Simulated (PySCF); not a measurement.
Relaxation of singlet H₂SeO₂

These are results of PySCF, PBE0, basis Se def2-TZVP, O def2-TZVP, H def2-TZVP (no relativity, density fitting), not measurements. A (50,194) grid was used.

A hand-made see-saw (ligand arrangement 1) start, of C2v symmetry, held to at least that symmetry:

Coordinates in bohr (charge 0 multiplicity 1):
```
Se    0.0000    0.0000   -0.5401
O     2.4421    0.0000    1.3680
O    -2.4421    0.0000    1.3680
H     0.0000    2.7862   -0.2963
H     0.0000   -2.7862   -0.2963
```

Problem. What forces act on the atoms at the start (eV/Å)?

Solution. 
```
atom     Fx     Fy     Fz
 Se1   0.00   0.00   5.43
  O2   1.88   0.00  -1.10
  O3  -1.88   0.00  -1.10
  H4   0.00   1.22  -1.61
  H5   0.00  -1.22  -1.61
```

Problem. What does it relax to?

Solution. It ends at C2v with Se–H 1.501 Å (×2), Se–O 1.600 Å (×2); H–Se–H 99.3°, H–Se–O 108.2° (×4), O–Se–O 122.5°. A frequency run shows a minimum.

Problem. How much energy is released, and in how many steps?

Solution. 356.4 kJ/mol in 8 steps.

The relaxation took 19 s on 2 threads of a shared Arm Neoverse V1 host, with 122 basis functions and 9 gradients; the process peaked at 0.86 GiB. Launch command: `OMP_NUM_THREADS=2 python axn.py task.json out`.
